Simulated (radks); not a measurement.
Initial-state core-level shifts of the phosphorus ion P+ when its valence configuration changes from [Ne] 3s2 3p2. Calculated with a radial shooting solver on a logarithmic mesh with Libxc functionals: non-relativistic Kohn-Sham, PBE, spin-polarised, spherical densities, point nucleus; open shells are filled with parallel spins first. Shifts are changes of the shell-averaged eigenvalues in eV (positive: less bound); the change of the density at the nucleus, which sets a Mossbauer isomer shift, is in e/bohr^3, on a base of 2192.

valence          1s      2s      2p  density at nucleus
3s1.5 3p2.5  -0.437  -0.450  -0.443             -3.3987
3s1 3p3      -0.729  -0.776  -0.758             -6.9072
3s0.5 3p3.5  -1.884  -1.876  -1.854            -10.4707
3p4          -2.899  -2.852  -2.824            -14.0602
